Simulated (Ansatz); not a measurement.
C4H9BFN, SMILES `CC#[N+][B-](C)(C)F`. Total charge 0; spin multiplicity 1. The structure was optimised at the PBE0-D4/def2-TZVP level.

```xyz
16

C     1.329   -1.885    2.127
C     0.638   -1.138    1.104
N     0.090   -0.550    0.293
B    -0.734    0.308   -0.912
C    -1.538    1.437   -0.108
C     0.423    0.793   -1.909
F    -1.555   -0.684   -1.451
H     2.406   -1.826    1.964
H     1.090   -1.475    3.109
H     1.016   -2.929    2.088
H    -2.106    2.040   -0.825
H    -0.884    2.124    0.438
H    -2.258    1.016    0.600
H    -0.035    1.359   -2.727
H     0.965   -0.044   -2.360
H     1.152    1.455   -1.431
```

(1) What is the dipole moment at ωB97M-V/def2-TZVPP? (An estimate is asked.)

(2) And with PBE, r2SCAN, B3LYP? (Best estimate.)

(3) Give the Mulliken charges with ωB97M-V, r2SCAN, B3LYP in def2-TZVPP. (An estimate is asked.)

Results:

(1) The calculation gave: 7.91 D, with components (4.36, -3.06, 5.85) D in this frame, pointing from negative to positive charge.

(2) Computed: PBE 7.52 D, r2SCAN 7.72 D, B3LYP 7.78 D.

(3) Computed: 
| atom | ωB97M-V | r2SCAN | B3LYP |
| --- | --- | --- | --- |
| C1 | -0.20 | -0.04 | -0.15 |
| C2 | 0.03 | -0.02 | -0.05 |
| N3 | 0.08 | 0.11 | 0.10 |
| B4 | 0.25 | 0.38 | 0.36 |
| C5 | -0.44 | -0.32 | -0.38 |
| C6 | -0.44 | -0.32 | -0.38 |
| F7 | -0.33 | -0.35 | -0.35 |
| H8 | 0.15 | 0.10 | 0.13 |
| H9 | 0.15 | 0.10 | 0.13 |
| H10 | 0.15 | 0.10 | 0.14 |
| H11 | 0.10 | 0.05 | 0.08 |
| H12 | 0.09 | 0.04 | 0.07 |
| H13 | 0.10 | 0.04 | 0.08 |
| H14 | 0.10 | 0.05 | 0.08 |
| H15 | 0.10 | 0.04 | 0.08 |
| H16 | 0.09 | 0.04 | 0.07 |

B3LYP here is the variant with VWN-RPA as its local correlation; programs differ in this.
